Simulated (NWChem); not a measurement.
System: fluoroethane (C2H5F); SMILES CCF

NWChem input:

```
start job
memory heap 200 mb stack 900 mb global 1100 mb
geometry units angstroms
  C      1.165749    -0.137524     0.261966
  C     -0.318902    -0.388432     0.209382
  F     -0.942931     0.588736    -0.528496
  H      1.669042    -0.919492     0.850759
  H      1.595934    -0.136112    -0.750638
  H      1.378176     0.836434     0.727651
  H     -0.758150    -0.388262     1.222771
  H     -0.540847    -1.365751    -0.254801
end
basis spherical
  * library 6-31g*
end
dft
  xc hfexch
  iterations 150
end
driver
  maxiter 120
end
task dft optimize
task dft freq
```

Output (shortened):

```
             Northwest Computational Chemistry Package (NWChem) 7.3.0
             --------------------------------------------------------

 CS  symmetry detected

                             Geometry "geometry" -> ""
                             -------------------------

 Output coordinates in angstroms (scale by  1.889725989 to convert to a.u.)

  No.       Tag          Charge          X              Y              Z
 ---- ---------------- ---------- -------------- -------------- --------------
    1 C                    6.0000     0.27320550    -1.17553965     0.00000000
    2 C                    6.0000    -0.54206896     0.09143945     0.00000000
    3 F                    9.0000     0.28287397     1.19062214     0.00000000
    4 H                    1.0000    -0.38448537    -2.05808941     0.00000000
    5 H                    1.0000     0.91628814    -1.22346695    -0.89142944
    6 H                    1.0000     0.91628814    -1.22346695     0.89142944
    7 H                    1.0000    -1.19038793     0.14701262     0.89245786
    8 H                    1.0000    -1.19038793     0.14701262    -0.89245786

 Effective nuclear repulsion energy (a.u.)      79.4022472257

      Symmetry information
      --------------------

 Group name             Cs
 Group number              2
 Group order               2
 No. of unique centers     6

                                Z-matrix (autoz)
                                --------

 Units are Angstrom for bonds and degrees for angles

      Type          Name      I     J     K     L     M      Value
      ----------- --------  ----- ----- ----- ----- ----- ----------
    1 Stretch                  1     2                       1.50662
    2 Stretch                  1     4                       1.10066
    3 Stretch                  1     5                       1.10023
    4 Stretch                  1     6                       1.10023
    5 Stretch                  2     3                       1.37431
    6 Stretch                  2     7                       1.10448
    7 Stretch                  2     8                       1.10448
    8 Bend                     1     2     3               110.35113
    9 Bend                     1     2     7               111.09700
   10 Bend                     1     2     8               111.09700
   11 Bend                     2     1     4               110.54547
   12 Bend                     2     1     5               110.66612
   13 Bend                     2     1     6               110.66612
   14 Bend                     3     2     7               108.18593
   15 Bend                     3     2     8               108.18593
   16 Bend                     4     1     5               108.32065
   17 Bend                     4     1     6               108.32065
   18 Bend                     5     1     6               108.23553
   19 Bend                     7     2     8               107.80797
   20 Torsion                  3     2     1     4         180.00000
   21 Torsion                  3     2     1     5         -59.99072
   22 Torsion                  3     2     1     6          59.99072
   23 Torsion                  4     1     2     7          60.00651
   24 Torsion                  4     1     2     8         -60.00651
   25 Torsion                  5     1     2     7        -179.98421
   26 Torsion                  5     1     2     8          60.00276
   27 Torsion                  6     1     2     7         -60.00276
   28 Torsion                  6     1     2     8         179.98421

  xc_inp: hfexch multiplicative factor not found.

                           NWChem Geometry Optimization
                           ----------------------------

 maximum gradient threshold         (gmax) =   0.000450
 rms gradient threshold             (grms) =   0.000300
 maximum cartesian step threshold   (xmax) =   0.001800
 rms cartesian step threshold       (xrms) =   0.001200
 fixed trust radius                (trust) =   0.300000
 source of zmatrix                         =   autoz

          -------------------
          Energy Minimization
          -------------------

 Using diagonal initial Hessian
 Scaling for Hessian diagonals: bonds = 1.00  angles = 0.25  torsions = 0.10

          --------
          Step   0

                                 NWChem DFT Module
                                 -----------------

 Summary of "ao basis" -> "ao basis" (spherical)
 ------------------------------------------------------------------------------
       Tag                 Description            Shells   Functions and Types
 ---------------- ------------------------------  ------  ---------------------
 C                           6-31g*                  6       14   3s2p1d
 F                           6-31g*                  6       14   3s2p1d
 H                           6-31g*                  2        2   2s

      Symmetry analysis of basis
      --------------------------

        a'         36
        a"         16

            General Information
            -------------------
          SCF calculation type: DFT
          Wavefunction type:  closed shell.
          No. of atoms     :     8
          No. of electrons :    26
           Alpha electrons :    13
            Beta electrons :    13
          Charge           :     0
          Spin multiplicity:     1
          Use of symmetry is: on ; symmetry adaption is: on
          Maximum number of iterations: 150
          AO basis - number of functions:    52
                     number of shells:    28
          Convergence on energy requested:  1.00D-06
          Convergence on density requested:  1.00D-05
          Convergence on gradient requested:  5.00D-04

              XC Information
              --------------
                     Hartree-Fock (Exact) Exchange  1.000

      Superposition of Atomic Density Guess
      -------------------------------------

 Sum of atomic energies:        -177.18400301

      Non-variational initial energy
      ------------------------------

 Total energy =    -178.610420
 1-e energy   =    -399.889840
 2-e energy   =     141.877172
 HOMO         =      -0.376990
 LUMO         =       0.162899

      Symmetry analysis of molecular orbitals - initial
      -------------------------------------------------

  Numbering of irreducible representations:

     1 a'          2 a"

  Orbital symmetries:

     1 a'          2 a'          3 a'          4 a'          5 a'
     6 a'          7 a'          8 a"          9 a'         10 a"
    11 a'         12 a'         13 a"         14 a'         15 a'
    16 a'         17 a"         18 a'         19 a"         20 a'
    21 a'         22 a"         23 a'

   convergence    iter        energy       DeltaE   RMS-Dens  Diis-err
 ---------------- ----- ----------------- --------- --------- ---------
 d= 0,ls=0.0,diis     1   -178.0305499814 -2.57D+02  6.81D-03  3.38D-01
 d= 0,ls=0.0,diis     2   -178.0670461593 -3.65D-02  2.55D-03  7.77D-02
 d= 0,ls=0.0,diis     3   -178.0737848856 -6.74D-03  7.67D-04  3.93D-03
 d= 0,ls=0.0,diis     4   -178.0743295516 -5.45D-04  2.04D-04  1.16D-04
 d= 0,ls=0.0,diis     5   -178.0743481752 -1.86D-05  7.01D-05  8.83D-06
  Resetting Diis
 d= 0,ls=0.0,diis     6   -178.0743500949 -1.92D-06  2.12D-05  5.69D-07
 d= 0,ls=0.0,diis     7   -178.0743502456 -1.51D-07  2.79D-06  2.88D-08

         Total DFT energy =     -178.074350245587
      One electron energy =     -402.146379031076
           Coulomb energy =      166.918494455469
    Exchange-Corr. energy =      -22.248712895652
 Nuclear repulsion energy =       79.402247225672

 Numeric. integr. density =        0.000000000000

                  Occupations of the irreducible representations
                  ----------------------------------------------

                     irrep           alpha         beta
                     --------     --------     --------
                     a'               10.0         10.0
                     a"                3.0          3.0

                       DFT Final Molecular Orbital Analysis
                       ------------------------------------

[...]

      ----------------------
      Optimization converged
      ----------------------

  Step       Energy      Delta E   Gmax     Grms     Xrms     Xmax
  ---- ---------------- -------- -------- -------- -------- --------
@    4    -178.07555805 -9.6D-07  0.00012  0.00003  0.00056  0.00119
                                     ok       ok       ok       ok

                                Z-matrix (autoz)
                                --------

 Units are Angstrom for bonds and degrees for angles

      Type          Name      I     J     K     L     M      Value     Gradient
      ----------- --------  ----- ----- ----- ----- ----- ---------- ----------
    1 Stretch                  1     2                       1.51195    0.00012
    2 Stretch                  1     4                       1.08561    0.00003
    3 Stretch                  1     5                       1.08419    0.00000
    4 Stretch                  1     6                       1.08419    0.00000
    5 Stretch                  2     3                       1.37261   -0.00001
    6 Stretch                  2     7                       1.08258    0.00001
    7 Stretch                  2     8                       1.08258    0.00001
    8 Bend                     1     2     3               109.58855    0.00005
    9 Bend                     1     2     7               111.55149   -0.00001
   10 Bend                     1     2     8               111.55149   -0.00001
   11 Bend                     2     1     4               110.29244   -0.00002
   12 Bend                     2     1     5               110.47454   -0.00002
   13 Bend                     2     1     6               110.47454   -0.00002
   14 Bend                     3     2     7               107.63320   -0.00001
   15 Bend                     3     2     8               107.63320   -0.00001
   16 Bend                     4     1     5               108.55174    0.00001
   17 Bend                     4     1     6               108.55174    0.00001
   18 Bend                     5     1     6               108.43373    0.00003
   19 Bend                     7     2     8               108.72733    0.00000
   20 Torsion                  3     2     1     4         180.00000    0.00000
   21 Torsion                  3     2     1     5         -59.99014   -0.00001
   22 Torsion                  3     2     1     6          59.99014    0.00001
   23 Torsion                  4     1     2     7          60.90589   -0.00001
   24 Torsion                  4     1     2     8         -60.90589    0.00001
   25 Torsion                  5     1     2     7        -179.08424   -0.00001
   26 Torsion                  5     1     2     8          59.10397    0.00000
   27 Torsion                  6     1     2     7         -59.10397   -0.00000
   28 Torsion                  6     1     2     8         179.08424    0.00001

                         Geometry "geometry" -> "geometry"
                         ---------------------------------

 Output coordinates in angstroms (scale by  1.889725989 to convert to a.u.)

  No.       Tag          Charge          X              Y              Z
 ---- ---------------- ---------- -------------- -------------- --------------
    1 C                    6.0000     0.27422414    -1.17988831     0.00000000
    2 C                    6.0000    -0.55265596     0.08591683     0.00000000
    3 F                    9.0000     0.27830989     1.17841132     0.00000000
    4 H                    1.0000    -0.37233302    -2.05196543     0.00000000
    5 H                    1.0000     0.90692526    -1.21956406    -0.87953048
    6 H                    1.0000     0.90692526    -1.21956406     0.87953048
    7 H                    1.0000    -1.18003500     0.15108879     0.87984987
    8 H                    1.0000    -1.18003500     0.15108879    -0.87984987

 Effective nuclear repulsion energy (a.u.)      79.8126620851

      Symmetry information
      --------------------

 Group name             Cs
 Group number              2
 Group order               2
 No. of unique centers     6

                Final and change from initial internal coordinates
                --------------------------------------------------

                                Z-matrix (autoz)
                                --------

 Units are Angstrom for bonds and degrees for angles

[...]

 Rotational Constants
 --------------------
 A=   1.226835 cm-1  (  1.765103 K)
 B=   0.317738 cm-1  (  0.457144 K)
 C=   0.278378 cm-1  (  0.400515 K)

 Temperature                      =   298.15K
 frequency scaling parameter      =   1.0000

 Zero-Point correction to Energy  =   45.861 kcal/mol  (  0.073084 au)
 Thermal correction to Energy     =   48.199 kcal/mol  (  0.076810 au)
 Thermal correction to Enthalpy   =   48.791 kcal/mol  (  0.077754 au)

 Total Entropy                    =   62.555 cal/mol-K
   - Translational                =   37.516 cal/mol-K (mol. weight =  48.0375)
   - Rotational                   =   22.214 cal/mol-K (symmetry #  =        1)
   - Vibrational                  =    2.825 cal/mol-K

 Cv (constant volume heat capacity) =   10.906 cal/mol-K
   - Translational                  =    2.979 cal/mol-K
   - Rotational                     =    2.979 cal/mol-K
   - Vibrational                    =    4.947 cal/mol-K

[normal modes left out]

 ----------------------------------------------------------------------------
 Normal Eigenvalue ||           Projected Infra Red Intensities
  Mode   [cm**-1]  || [atomic units] [(debye/angs)**2] [(KM/mol)] [arbitrary]
 ------ ---------- || -------------- ----------------- ---------- -----------
    1       -0.000 ||    0.000571           0.013         0.557       0.326
    2       -0.000 ||    0.000038           0.001         0.037       0.022
    3       -0.000 ||    0.002434           0.056         2.373       1.388
    4       -0.000 ||    0.001418           0.033         1.382       0.809
    5        0.000 ||    0.002779           0.064         2.710       1.585
    6        0.000 ||    0.001336           0.031         1.302       0.762
    7      272.789 ||    0.000979           0.023         0.954       0.558
    8      439.240 ||    0.007447           0.172         7.260       4.247
    9      877.303 ||    0.000031           0.001         0.031       0.018
   10      970.759 ||    0.017717           0.409        17.272      10.104
   11     1169.327 ||    0.065360           1.508        63.716      37.275
   12     1239.193 ||    0.057029           1.316        55.595      32.524
   13     1307.876 ||    0.006583           0.152         6.418       3.755
   14     1422.516 ||    0.000320           0.007         0.312       0.183
   15     1547.236 ||    0.004564           0.105         4.450       2.603
   16     1587.659 ||    0.037118           0.856        36.184      21.168
   17     1627.353 ||    0.003053           0.070         2.976       1.741
   18     1645.667 ||    0.002230           0.051         2.174       1.272
   19     1683.502 ||    0.000558           0.013         0.544       0.318
   20     3209.619 ||    0.021521           0.497        20.980      12.274
   21     3243.131 ||    0.038198           0.881        37.238      21.785
   22     3274.316 ||    0.001729           0.040         1.686       0.986
   23     3277.421 ||    0.052013           1.200        50.705      29.663
   24     3300.704 ||    0.095799           2.210        93.390      54.635
 ----------------------------------------------------------------------------
```

Level: Hartree-Fock/6-31G* (spherical d).
